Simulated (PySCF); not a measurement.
**Bonding in `O=C[C@@H]1CN[SiH2]C1`**

C4H9NOSi.
Numbering: `[O:1]=[CH:2][C@@H:3]1[CH2:4][NH:5][SiH2:6][CH2:7]1` (hydrogens: H8 on C2; H9 on C3; H10, H11 on C4; H12 on N5; H13, H14 on Si6; H15, H16 on C7)

Geometry (GFN2-xTB, Å), atoms numbered from 1 in this order:
```xyz
16
C4H9NOSi angstrom
O     -2.8509   -0.2140    0.4194
C     -2.1506    0.1667   -0.4778
C     -0.6967   -0.1421   -0.6567
C     -0.1623   -1.1698    0.3388
N      1.2815   -1.0433    0.3147
Si     1.8599    0.5268   -0.0511
C      0.1115    1.1538   -0.4781
H     -2.5469    0.8507   -1.2569
H     -0.5336   -0.5066   -1.6756
H     -0.5806   -0.9664    1.3333
H     -0.4585   -2.1827    0.0493
H      1.7731   -1.7459    0.8396
H      2.4389    1.2990    1.0528
H      2.7596    0.4763   -1.2055
H     -0.3012    1.7308    0.3499
H      0.0492    1.7756   -1.3676
```

Bond orders from the PBE0/pcSseg-1 density (PySCF). Geometry: GFN2-xTB, one conformer, isolated molecule.

Question: How far do the computed orders between heavy atoms stray from the drawn ones?

Answer: The largest departure is 0.113, at Si6–C7 (drawn single, 0.887).

Question: Give the Mayer order of every bond, beside its length.

Answer: 
| bond | drawn as | length (Å) | Mayer order |
| --- | --- | --- | --- |
| O1–C2 | double | 1.200 | 2.037 |
| C2–C3 | single | 1.497 | 0.955 |
| C3–C4 | single | 1.527 | 0.985 |
| C4–N5 | single | 1.450 | 0.961 |
| N5–Si6 | single | 1.713 | 1.028 |
| Si6–C7 | single | 1.906 | 0.887 |
| C7–C3 | single | 1.538 | 0.983 |
| C2–H8 | single | 1.110 | 0.939 |
| C3–H9 | single | 1.094 | 0.922 |
| C4–H10 | single | 1.098 | 0.947 |
| C4–H11 | single | 1.094 | 0.946 |
| N5–H12 | single | 1.005 | 0.931 |
| Si6–H13 | single | 1.466 | 0.902 |
| Si6–H14 | single | 1.464 | 0.916 |
| C7–H15 | single | 1.090 | 0.945 |
| C7–H16 | single | 1.087 | 0.951 |

Bonds between the same two heavy elements. C–C: lowest C2–C3 (0.955, 1.497 Å), highest C3–C4 and C7–C3 (0.985, 1.527 Å); in 2 of the 3 pairs the longer bond (by over 0.003 Å) has the higher order (by 0.02 or more). Bonds named together lie within 0.004.

Question: Sum the orders of all bonds at each heavy atom with more than one neighbour and set the sums beside the valence in the SMILES.

Answer: C2 3.931 (drawn 4), C3 3.845 (drawn 4), C4 3.839 (drawn 4), N5 2.920 (drawn 3), Si6 3.733 (drawn 4), C7 3.766 (drawn 4). Orders between atoms that aren't bonded are not in these sums.

For a closed shell the Mayer order of atoms A and B is Σ (PS)μν (PS)νμ over the basis functions μ on A and ν on B, with P the density and S the overlap matrix.
